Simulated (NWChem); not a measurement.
System: ZrF₆ (charge -2); SMILES [F][Zr-2]([F])([F])([F])([F])[F]

All runs: NWChem. Sets without diffuse functions describe the anion's extra electron poorly. Geometry: optimised at B3LYP/def2-SVPD. Not confirmed as a minimum by frequencies. The highest occupied level is positive in some or all of these runs, so the extra electron may be held by the finite basis. def2 effective core potentials on Zr; no spin-orbit coupling. Level SCAN/def2-SVP: energy and gradient on several grids; changes count from the extra-fine grid, which is no exact limit either.

```csv
grid,size of the energy change (μHa),largest change of a gradient component (μHa/bohr),"time, medium = 1 (rough)"
xcoarse,2000,800,about 1
coarse,60000,700,about 1
medium,400,100,about 1
fine,2000,100,about 1
xfine,< 10,< 30,2
```
